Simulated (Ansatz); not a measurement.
Ideal-gas functions of Cl$_{4}$F$_{2}$W, SMILES `[F][W]([F])([Cl])([Cl])([Cl])[Cl]` at 800 K and 1 bar, from an Ansatz frequency run at PBE0-D4/def2-TZVP.

Molar mass 363.65 g/mol, point group C2v (symmetry number 2), electronic degeneracy 1, moments of inertia 487.99, 602.638, 621.448 u Å². Harmonic wavenumbers (cm⁻¹, unscaled): 94, 96, 108, 174, 181, 189, 235, 259, 270, 356, 379, 389, 417, 655, 687.

Use S(trans) = R[1.5 ln M + 2.5 ln T − 1.1517]; rotational temperatures θ = 24.2544 K / I; S(rot) = R[ln(√π/σ · √(T³/θAθBθC)) + 1.5]; for each mode x = 1.438777 ν̃/T, S = R[x/(eˣ − 1) − ln(1 − e⁻ˣ)] and H = RT x/(eˣ − 1); 1 cm⁻¹ = 0.0119627 kJ/mol; R = 8.31446 J/(mol·K).

Task: By hand: the entropy, in J/(mol·K).

Result: Translation 202.9. Rotation: θ = 0.0497, 0.0402, 0.039 K, giving 134.2. Vibration, mode by mode: 23.10, 22.93, 21.95, 18.01, 17.68, 17.33, 15.54, 14.74, 14.40, 12.16, 11.66, 11.45, 10.90, 7.42, 7.07, in all 226.3. Electronic 0.0. Sum 563.4 J/(mol·K).

Task: By hand: H − E and G − E in kJ/mol, counted from the electronic energy.

Result: Zero-point energy ½ × 4489 × 0.0119627 = 26.9; thermal vibration 76.1; translation, rotation and pV give 4 RT = 26.6. H − E = 129.6 kJ/mol, and G − E = 129.6 − 800 × 563.4/1000 = -321.1 kJ/mol.

Vibration gives 40 % of the entropy, 68.0 J/(mol·K) of it from the modes under 150 cm⁻¹: soft modes count most, and the harmonic formula is weakest for them.
